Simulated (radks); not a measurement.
Valence configurations of C I (all share [He]). Calculated with a radial shooting solver on a logarithmic mesh with Libxc functionals: scalar-relativistic Kohn-Sham, LDA (Slater exchange, Perdew-Wang correlation), spin-polarised, spherical densities, point nucleus; open shells are filled with parallel spins first. Energies are relative to 2s2 2p2; eigenvalues in eV for spin up.

| valence | E (eV) | moment (Bohr magnetons) | e(2p) | e(2s) |
|---|---|---|---|---|
| 2s2 2p2 | 0.000 | 2 | -6.179 | -14.459 |
| 2s1.5 2p2.5 | 2.466 | 3 | -6.606 | -14.940 |
| 2s1 2p3 | 4.046 | 4 | -6.889 | -15.265 |
| 2s0.5 2p3.5 | 10.574 | 3 | -7.225 | -15.607 |
| 2p4 | 16.404 | 2 | -7.164 | - |

NIST lists [He] 2s2 2p2 as the ground configuration; this level of theory agrees among the configurations tried. The energies are those of spherical high-spin densities, not of single terms.
